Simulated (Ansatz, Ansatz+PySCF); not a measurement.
A single Mg atom.

RHF on singlet Mg was run in several spherical basis sets with Ansatz (development build ahead of 0.2.0).

**Question.** Rank the basis sets by the total energy that they give, lowest first, with the distance from the lowest.
A. def2-SVP
B. cc-pVDZ
C. 6-31G(d)
D. cc-pVTZ
E. def2-TZVP

**Answer.** D (0.00 eV), B (0.14 eV), E (0.18 eV), C (0.49 eV), A (2.14 eV).

Totals follow the description of the cores as much as that of the bonds, so this order isn't one of quality for chemistry.
